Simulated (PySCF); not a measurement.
## Magnetic susceptibility: `Cc1nnc(C)n1C`, C5H9N3

Geometry:
| atom | x (Å) | y (Å) | z (Å) |
| --- | --- | --- | --- |
| C1 | 2.502 | -0.169 | -0.048 |
| C2 | 1.119 | -0.663 | -0.230 |
| N3 | 0.776 | -1.838 | -0.669 |
| N4 | -0.568 | -1.901 | -0.702 |
| C5 | -1.039 | -0.764 | -0.281 |
| C6 | -2.469 | -0.399 | -0.163 |
| N7 | -0.004 | 0.076 | 0.043 |
| C8 | -0.083 | 1.426 | 0.520 |
| H9 | 2.666 | 0.737 | -0.631 |
| H10 | 3.188 | -0.940 | -0.384 |
| H11 | 2.702 | 0.051 | 1.001 |
| H12 | -2.690 | 0.483 | -0.764 |
| H13 | -3.068 | -1.232 | -0.516 |
| H14 | -2.730 | -0.187 | 0.874 |
| H15 | 0.822 | 1.671 | 1.074 |
| H16 | -0.187 | 2.126 | -0.314 |
| H17 | -0.945 | 1.534 | 1.180 |

Method used: GIAO PW91/STO-3G magnetisability, rotational g tensor and spin-rotation constants, non-relativistic, gas phase (PySCF 2.14.0). Geometry: GFN2-xTB.

Question: What are the magnetisability and the molar susceptibility?

Answer: Isotropic -1255 × 10⁻³⁰ J/T², or -75.6 × 10⁻⁶ cm³/mol; principal values -1725, -1066, -975 × 10⁻³⁰ J/T², anisotropy 708 × 10⁻³⁰ J/T² (root of half the summed squared differences of the principal values). The susceptibility is in cgs units.

Question: Split it along the inertial axes a, b, c into diamagnetic and paramagnetic parts about the centre of mass, with the quadrupole moment.

Answer: 
| axis | χ (10⁻⁶ cm³/mol) | diamagnetic (10⁻⁶ cm³/mol) | paramagnetic (10⁻⁶ cm³/mol) | summed x² of all electrons (Å²) | quadrupole Θ (D Å) |
| --- | --- | --- | --- | --- | --- |
| a | -58.7 | -442.8 | 384.1 | 153.5 | +6.21 |
| b | -64.2 | -710.4 | 646.2 | 90.4 | -6.67 |
| c | -103.8 | -1034.7 | 930.9 | 14.0 | +0.46 |

Anisotropies 2χaa − χbb − χcc = +50.6 and 2χbb − χaa − χcc = +34.1 × 10⁻⁶ cm³/mol. Θ is traceless in Buckingham's convention.

Question: And the rotational g tensor?

Answer: 
```tsv
axis	rotational constant (GHz)	g	nuclear part	electronic part
a	3.5018	-0.0395	0.5924	-0.6319
b	2.0639	-0.0106	0.6160	-0.6266
c	1.3311	+0.0154	0.5975	-0.5821
```
Asymmetric top; isotopes 12C, 1H, 14N; no vibrational averaging.
